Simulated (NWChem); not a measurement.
Species: C₂HBCl₂; SMILES ClB(C#C)Cl

```xyz
6

B      0.0009    -0.0135     0.0000
C      0.0092    -1.5283     0.0000
C      0.0144    -2.7456     0.0000
H      0.0190    -3.8217     0.0000
Cl     1.5040     0.8782     0.0000
Cl    -1.5137     0.8590     0.0000
```
Atoms are numbered in this order, from 1.

STO-3G and 3-21G are far too small for this property and stand as cheap habits. Structure relaxed at the PBE0/def2-SVP level.

Symmetry labels are those of Cs in the frame above (b1 and b2, or b-type labels, depend on it).

List the 4 lowest vertical singlet excitations from PBE0/3-21G, TDA (NWChem).


```tsv
state	energy (eV)	oscillator strength	symmetry	leading excitation (squared amplitude)
S1	4.57	0.000	a"	HOMO → LUMO (0.97)
S2	5.52	0.000	a"	HOMO−2 → LUMO (0.97)
S3	5.75	0.139	a'	HOMO−1 → LUMO (0.78)
S4	5.82	0.000	a"	HOMO−4 → LUMO (1.00)
```
